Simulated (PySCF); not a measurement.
TbCl3(NH3) at several levels of theory

Computed with PySCF 2.14.0 (density fitting, no spin-orbit coupling) at the geometry relaxed with PBE0:

```xyz
8
TbCl3(NH3) (singlet in the valence; each metal's 4f electrons, 8 of them, lie in its core potential, out of spins and levels)
Tb    0.0291   -0.0291    0.0291
Cl    1.1704    1.8862    1.1704
Cl   -1.8862   -1.1704    1.1704
Cl    1.1704   -1.1704   -1.8862
N    -1.3976    1.3976   -1.3976
H    -2.0077    2.0077   -0.8485
H    -0.8485    2.0077   -2.0077
H    -2.0077    0.8485   -2.0077
```

```
    level                                                               basis    state  HOMO (eV)  gap (eV)  charge on Tb1 (e)  population of f-type functions on Tb1 (polarisation alone where 4f lies in the core)  dipole about the centre of mass (D)  largest force component (eV/Å)
     PBE0      Tb lcecp-1-SVP with ECP54, Cl def2-SVP, N def2-SVP, H def2-SVP  singlet      -8.42      7.31               0.81                                                                                  0.05                                 5.37                            0.00
CAM-B3LYP                                                            the same  singlet      -9.68      9.28               0.75                                                                                  0.05                                 5.37                            0.04
     PBE0  Tb lcecp-1-TZVP with ECP54, Cl def2-TZVP, N def2-TZVP, H def2-TZVP  singlet      -8.55      7.30               1.35                                                                                  0.06                                 5.28                            0.22
```

In the lcecp rows the 4f levels are missing from HOMO and gap, and the state counts the valence alone.

Charges are Mulliken's, which hang on the basis. The relaxation used the grid (50, 194), these runs (75, 302) or, all-electron (x2c bases, spin-free X2C Hamiltonian), (99, 590).

Task: What does M06-L with Tb lcecp-1-SVP with ECP54, Cl def2-SVP, N def2-SVP, H def2-SVP give here?

Result: state singlet, HOMO (eV) -7.33, gap (eV) 6.09, charge on Tb1 (e) 1.06, population of f-type functions on Tb1 (polarisation alone where 4f lies in the core) 0.04, dipole about the centre of mass (D) 5.25, largest force component (eV/Å) 0.13. Time: 11 s on 2 threads of Arm Neoverse V1, on a shared host, from an already converged density.

In the first row's basis the gap widens with exact exchange: 6.1 eV for M06-L (none); 7.3 eV for PBE0 (a fixed share); 9.3 eV for CAM-B3LYP (rising or full at long range).

An lcecp potential fixes the number of 4f electrons, so in runs with it no electron can move into or out of that shell.
